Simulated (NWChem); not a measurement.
Molecule: CH4BeSe; SMILES [Be]([CH3])[SeH]

```xyz
7

Be     0.0086    -1.1513     0.0004
C      0.0176    -2.8253     0.0007
H     -0.6949    -3.2462    -0.7307
H     -0.2426    -3.2485     0.9867
H      1.0128    -3.2256    -0.2652
Se     0.0360     0.8929     0.0001
H     -1.4379     0.9174     0.0001
```
Atoms are numbered in this order, from 1.

All runs: NWChem. Coordinates come from a PBE0/def2-SVP optimisation.

Problem. What does the run give for B3LYP/3-21G? Quantities: highest occupied level (eV); orbital gap (eV); dipole (D).

Solution. 
```yaml
highest occupied level (eV): -6.67
orbital gap (eV): 6.24
dipole (D): 1.34
```
